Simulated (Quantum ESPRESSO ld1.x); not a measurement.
Values are calculated unless marked as measured or tabulated.
Species: Be. Configuration: 1s1 2s2 3s1 (not the ground configuration). Level of theory: scalar-relativistic Kohn-Sham, LDA (Slater exchange, Perdew-Wang correlation), spin-polarised, spherical densities, point nucleus; open shells are filled with parallel spins first (ld1.x of Quantum ESPRESSO 7.5).

Radial electron density D(r) = 4 pi r^2 rho(r):

| r (bohr) | D(r) (e/bohr) | spin D(r) |
|---|---|---|
| 0.05088 | 0.4870 | 0.431 |
| 0.06732 | 0.7466 | 0.661 |
| 0.08907 | 1.096 | 0.972 |
| 0.1179 | 1.521 | 1.35 |
| 0.1559 | 1.955 | 1.74 |
| 0.2063 | 2.271 | 2.04 |
| 0.273 | 2.303 | 2.10 |
| 0.3612 | 1.947 | 1.82 |
| 0.4779 | 1.303 | 1.28 |
| 0.6324 | 0.7120 | 0.695 |
| 0.8367 | 0.5422 | 0.312 |
| 1.107 | 0.8166 | 0.158 |
| 1.465 | 1.121 | 0.0875 |
| 1.938 | 1.020 | 0.00872 |
| 2.564 | 0.5832 | -0.0285 |
| 3.393 | 0.2478 | 0.0326 |
| 4.489 | 0.1827 | 0.142 |
| 5.94 | 0.1941 | 0.190 |
| 7.859 | 0.1256 | 0.125 |
| 10.4 | 0.03800 | 0.0380 |
| 13.76 | 0.004609 | 0.00461 |
| 18.21 | 0.0001943 | 0.000194 |

D(r) has 3 maxima, at r = 0.244, 1.59, 5.57 bohr, and minima at 0.797, 4.28 bohr, inside which lie 1.03, 3.11 electrons.
